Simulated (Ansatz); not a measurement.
A structure relaxed at PBE0-D4/def2-TZVP, charge 0, multiplicity 1:

Cartesian coordinates in Å:
```
C 0.813 0.463 0.795
C -0.317 0.564 -0.221
Cd -0.956 -1.282 -1.022
Cl -1.652 -3.290 -1.896
H 1.713 0.015 0.367
H 1.093 1.455 1.167
H 0.533 -0.138 1.664
H -1.202 1.030 0.220
H -0.026 1.183 -1.073
```

Problem. Give its formula and SMILES.

Solution. C2H5CdCl, `C[CH2][Cd][Cl]`.

Problem. Point group (tolerance 0.08 Å, 0.16 Å for H)?

Solution. Cs.

Problem. Summarise the bond lengths by kind.

Solution. 1 × C–C 1.522 Å; 5 × C–H 1.092 to 1.096 Å; 1 × C–Cd 2.112 Å; 1 × Cd–Cl 2.298 Å.

All numbers were calculated with Ansatz.
